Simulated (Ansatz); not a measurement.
Isomers of Zn₄Br₈⁻ (doublet), relaxed with PBE-D4/def2-SVP; total energies from Ansatz at PBE0-D4/def2-TZVP.

| isomer | description | energy (Eh) |
| --- | --- | --- |
| A | point group Cs; 13 × Br–Zn 2.31 to 2.63 Å | -27708.14669 |
| B | point group not assigned; 15 × Br–Zn 2.30 to 2.79 Å | -27708.16653 |
| C | point group Cs; 15 × Br–Zn 2.30 to 2.79 Å | -27708.16384 |

Single mean-field runs in def2-TZVP are fitted with def2-universal-jkfit.

The isomers come from a short search, and lower ones may exist.

Q: Work out the relative energies (1 Eh = 2625.5 kJ/mol) and the Boltzmann populations at 500 K from electronic energies alone (R = 8.314 J/mol/K).

A: ΔE: A 52.1, B 0.0, C 7.1 kJ/mol. RT = 4.16 kJ/mol. Factors exp(−ΔE/RT): A 3.64e-06, B 1, C 0.181; sum 1.181. Populations: A 0.0 %, B 84.7 %, C 15.3 %. Zero-point energy, vibrational entropy and symmetry numbers are left out and can shift these; an error of 4 kJ/mol changes a ratio by a factor of 2.6. Over the other density-functional and correlated levels in def2 sets, the gap between B and C ranges from -3 to 12 kJ/mol.
